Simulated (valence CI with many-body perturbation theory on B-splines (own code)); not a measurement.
Pr IX: E2, M1 decay

Level of theory: valence CI with perturbative core correlation (CI+MBPT): five valence electrons over a frozen Dirac-Fock core [Kr] 4d10, a basis of 7 s, 7 p, 7 d, 7 f, 4 g, 2 h functions for each j, with the one-electron correlation potential Σ1 (screened to all orders), the two-electron term Σ2, the three-electron term Σ3, Breit, model QED; selected single and double excitations, second order for the rest (own B-spline code, finite nucleus).

No measured spectrum was set against this ion. As an estimate, terms of the open shell hold to a few per cent of their energy, and close levels can change places; configurations with another count of f electrons can be misplaced by thousands of cm⁻¹. Core correlation moves these levels by up to 52000 cm⁻¹, and in measured spectra 5 to 20 % of such shifts remained as error; rates that hang on mixing are uncertain with them. Among the levels kept, up to 980 cm⁻¹ of a level comes from second order outside the variational space, and about a tenth of that is noise between levels of different J, which matters for small intervals. The lowest computed level is not the ground level that NIST lists (°, for many ions itself from theory). Only levels of the ground parity were solved; by the run's estimate the other parity begins above the list, which can be wrong where configurations are misplaced.

Lines 1 to 50 of 120 in falling wavelength, among levels below 13.202 eV, chosen from the decays that carry over 1 % of a level's rate. Wavelengths and rates use the calculated energies, so an error of 2000 cm⁻¹ moves a line at 1942 nm by 39 % and its rate by three times that or more. Electric multipoles are in the length gauge, E1 and E2 with the static RPA response of the core. Weak lines are less certain than strong ones. Lines between different terms over intervals too small for the method are left out, as are lines whose strength nearly cancels.

Levels are named by their leading jj configuration (3d3/2^4 stands for four electrons in 3d with j = 3/2), which in mixed levels can hold well under half, so a name can repeat and another be missing. Letters in brackets count levels of one name in rising energy.

| λ vac (nm) | Upper | Lower | Type | A (s⁻¹) | Branch % |
| --- | --- | --- | --- | --- | --- |
| 2114 | (4f7/2 5s^2 5p1/2 5p3/2) J=9/2 [a] | (4f5/2 5s^2 5p1/2 5p3/2) J=7/2 [a] | M1 | 2.19e+00 | 1.3 |
| 1942 | (4f5/2 5s^2 5p1/2 5p3/2) J=3/2 [b] | (4f7/2 5s^2 5p1/2 5p3/2) J=5/2 [a] | M1 | 1.89e+00 | 3.6 |
| 1809 | (4f7/2 5s^2 5p1/2 5p3/2) J=9/2 [c] | (4f7/2 5s^2 5p1/2 5p3/2) J=11/2 | M1 | 2.43e-01 | 1.7 |
| 1755 | (4f5/2 5s^2 5p1/2 5p3/2) J=3/2 [b] | (5s^2 5p1/2 5p3/2^2) J=1/2 | M1 | 9.22e-01 | 1.7 |
| 1743 | (4f7/2 5s^2 5p1/2 5p3/2) J=9/2 [c] | (4f7/2 5s^2 5p1/2 5p3/2) J=7/2 [b] | M1 | 4.50e-01 | 3.2 |
| 1563 | (4f7/2 5s^2 5p1/2^2) J=7/2 | (4f5/2 5s^2 5p1/2^2) J=5/2 | M1 | 3.80e+00 | 97.8 |
| 1510 | (5s^2 5p1/2 5p3/2^2) J=5/2 | (5s^2 5p1/2 5p3/2^2) J=3/2 | M1 | 1.38e+00 | 1.6 |
| 1431 | (4f5/2 5s^2 5p1/2 5p3/2) J=5/2 [b] | (4f5/2 5s^2 5p1/2 5p3/2) J=3/2 [a] | M1 | 5.17e-01 | 1.4 |
| 1385 | (4f5/2 5s^2 5p1/2 5p3/2) J=3/2 [b] | (4f5/2 5s^2 5p1/2 5p3/2) J=3/2 [a] | M1 | 3.44e+00 | 6.5 |
| 1252 | (4f7/2 5s^2 5p1/2 5p3/2) J=11/2 | (4f7/2 5s^2 5p1/2 5p3/2) J=9/2 [a] | M1 | 9.98e+00 | 84.2 |
| 1185 | (4f7/2 5s^2 5p1/2 5p3/2) J=9/2 [b] | (4f5/2 5s^2 5p1/2 5p3/2) J=7/2 [a] | M1 | 2.29e+00 | 3.0 |
| 1155 | (4f5/2 5s^2 5p1/2 5p3/2) J=5/2 [b] | (4f7/2 5s^2 5p1/2 5p3/2) J=7/2 [a] | M1 | 2.05e+00 | 5.4 |
| 1138 | (4f5/2 5s^2 5p1/2 5p3/2) J=5/2 [b] | (4f5/2 5s^2 5p1/2 5p3/2) J=5/2 [a] | M1 | 7.68e-01 | 2.0 |
| 1136 | (5s^2 5p1/2 5p3/2^2) J=5/2 | (4f7/2 5s^2 5p1/2^2) J=7/2 | M1 | 2.64e+00 | 3.2 |
| 1104 | (4f7/2 5s^2 5p1/2 5p3/2) J=7/2 [b] | (4f5/2 5s^2 5p1/2 5p3/2) J=5/2 [a] | M1 | 3.00e+00 | 4.5 |
| 1019 | (4f7/2 5s^2 5p1/2 5p3/2) J=9/2 [c] | (4f7/2 5s^2 5p1/2 5p3/2) J=9/2 [b] | M1 | 2.34e+00 | 16.4 |
| 1002 | (4f5/2 5s^2 5p1/2 5p3/2) J=7/2 [a] | (5s^2 5p1/2 5p3/2^2) J=5/2 | M1 | 5.88e+00 | 4.9 |
| 953.3 | (4f5/2 5s^2 5p1/2 5p3/2) J=1/2 | (4f5/2 5s^2 5p1/2 5p3/2) J=3/2 [a] | M1 | 1.75e+01 | 5.1 |
| 835.1 | (4f7/2 5s^2 5p1/2 5p3/2) J=5/2 [b] | (4f5/2 5s^2 5p1/2 5p3/2) J=3/2 [b] | M1 | 6.72e+00 | 2.8 |
| 819.4 | (4f7/2 5s^2 5p1/2 5p3/2) J=5/2 [b] | (4f5/2 5s^2 5p1/2 5p3/2) J=5/2 [b] | M1 | 2.88e+00 | 1.2 |
| 744.4 | (4f5/2 5s^2 5p1/2 5p3/2) J=5/2 [a] | (5s^2 5p1/2 5p3/2^2) J=5/2 | M1 | 1.00e+01 | 4.5 |
| 739.9 | (4f7/2 5s^2 5p1/2 5p3/2) J=9/2 [c] | (4f7/2 5s^2 5p1/2 5p3/2) J=9/2 [a] | M1 | 3.54e-01 | 2.5 |
| 737.5 | (4f7/2 5s^2 5p1/2 5p3/2) J=7/2 [a] | (5s^2 5p1/2 5p3/2^2) J=5/2 | M1 | 5.05e+00 | 3.0 |
| 693.4 | (4f7/2 5s^2 5p1/2 5p3/2) J=3/2 | (4f7/2 5s^2 5p1/2 5p3/2) J=5/2 [a] | M1 | 1.57e+01 | 5.0 |
| 681.7 | (4f7/2 5s^2 5p1/2 5p3/2) J=9/2 [c] | (4f7/2 5s^2 5p1/2 5p3/2) J=7/2 [a] | M1 | 7.44e-01 | 5.2 |
| 657.7 | (5s^2 5p1/2 5p3/2^2) J=5/2 | (4f5/2 5s^2 5p1/2^2) J=5/2 | M1 | 3.80e+01 | 45.3 |
| 619.1 | (4f5/2 5s^2 5p1/2^2) J=5/2 | (5s^2 5p1/2^2 5p3/2) J=3/2 | M1 | 9.90e-01 | 100.0 |
| 606.4 | (4f7/2 5s^2 5p1/2 5p3/2) J=3/2 | (4f5/2 5s^2 5p1/2 5p3/2) J=3/2 [a] | M1 | 3.35e+00 | 1.1 |
| 584.0 | (4f7/2 5s^2 5p1/2 5p3/2) J=5/2 [b] | (4f7/2 5s^2 5p1/2 5p3/2) J=5/2 [a] | M1 | 3.77e+00 | 1.6 |
| 578.0 | (4f7/2 5s^2 5p1/2 5p3/2) J=5/2 [a] | (5s^2 5p1/2 5p3/2^2) J=5/2 | M1 | 1.71e+00 | 1.2 |
| 548.1 | (4f7/2 5s^2 5p1/2 5p3/2) J=9/2 [c] | (4f5/2 5s^2 5p1/2 5p3/2) J=7/2 [a] | M1 | 1.45e-01 | 1.0 |
| 532.2 | (4f5/2 5s^2 5p1/2 5p3/2) J=7/2 [a] | (4f7/2 5s^2 5p1/2^2) J=7/2 | M1 | 4.23e+00 | 3.5 |
| 521.0 | (4f7/2 5s^2 5p1/2 5p3/2) J=5/2 [b] | (4f5/2 5s^2 5p1/2 5p3/2) J=3/2 [a] | M1 | 9.38e+00 | 3.9 |
| 509.5 | (5s^2 5p3/2^3) J=3/2 | (4f5/2 5s^2 5p1/2 5p3/2) J=1/2 | M1 | 3.81e+01 | 2.8 |
| 457.6 | (4f5/2 5s^2 5p1/2 5p3/2) J=3/2 [a] | (5s^2 5p1/2 5p3/2^2) J=3/2 | M1 | 7.88e+00 | 2.4 |
| 454.5 | (4f5/2 5s^2 5p3/2^2) J=5/2 | (4f5/2 5s^2 5p1/2 5p3/2) J=7/2 [b] | M1 | 1.16e+01 | 1.5 |
| 450.0 | (4f5/2 5s^2 5p1/2 5p3/2) J=5/2 [b] | (5s^2 5p1/2 5p3/2^2) J=5/2 | M1 | 6.43e-01 | 1.7 |
| 449.6 | (4f5/2 5s^2 5p1/2 5p3/2) J=5/2 [a] | (4f7/2 5s^2 5p1/2^2) J=7/2 | M1 | 1.00e+01 | 4.5 |
| 447.1 | (4f7/2 5s^2 5p1/2 5p3/2) J=7/2 [a] | (4f7/2 5s^2 5p1/2^2) J=7/2 | M1 | 1.52e+02 | 90.1 |
| 445.4 | (4f5/2 5s^2 5p1/2 5p3/2) J=3/2 [b] | (5s^2 5p1/2 5p3/2^2) J=5/2 | M1 | 7.68e+00 | 14.5 |
| 444.6 | (4f7/2 5s^2 5p1/2 5p3/2) J=7/2 [b] | (5s^2 5p1/2 5p3/2^2) J=5/2 | M1 | 1.02e+00 | 1.5 |
| 443.4 | (4f7/2 5s^2 5p1/2^2) J=7/2 | (5s^2 5p1/2^2 5p3/2) J=3/2 | E2 | 8.70e-02 | 2.2 |
| 432.4 | (5s^2 5p3/2^3) J=3/2 | (4f5/2 5s^2 5p1/2 5p3/2) J=5/2 [b] | M1 | 4.97e+01 | 3.6 |
| 425.2 | (4f7/2 5s^2 5p1/2 5p3/2) J=9/2 [a] | (4f7/2 5s^2 5p1/2^2) J=7/2 | M1 | 1.70e+02 | 98.5 |
| 418.0 | (4f7/2 5s^2 5p1/2 5p3/2) J=5/2 [a] | (5s^2 5p1/2 5p3/2^2) J=3/2 | M1 | 4.46e+00 | 3.2 |
| 404.3 | (5s^2 5p1/2 5p3/2^2) J=3/2 | (5s^2 5p1/2^2 5p3/2) J=3/2 | M1 | 3.24e+02 | 99.5 |
| 397.0 | (4f5/2 5s^2 5p1/2 5p3/2) J=7/2 [a] | (4f5/2 5s^2 5p1/2^2) J=5/2 | M1 | 1.09e+02 | 91.3 |
| 383.0 | (4f7/2 5s^2 5p1/2 5p3/2) J=5/2 [a] | (4f7/2 5s^2 5p1/2^2) J=7/2 | M1 | 1.26e+02 | 91.0 |
| 372.2 | (4f5/2 5s^2 5p3/2^2) J=5/2 | (4f7/2 5s^2 5p1/2 5p3/2) J=7/2 [b] | M1 | 1.39e+01 | 1.8 |
| 371.6 | (4f5/2 5s^2 5p3/2^2) J=5/2 | (4f5/2 5s^2 5p1/2 5p3/2) J=3/2 [b] | M1 | 8.57e+01 | 11.1 |
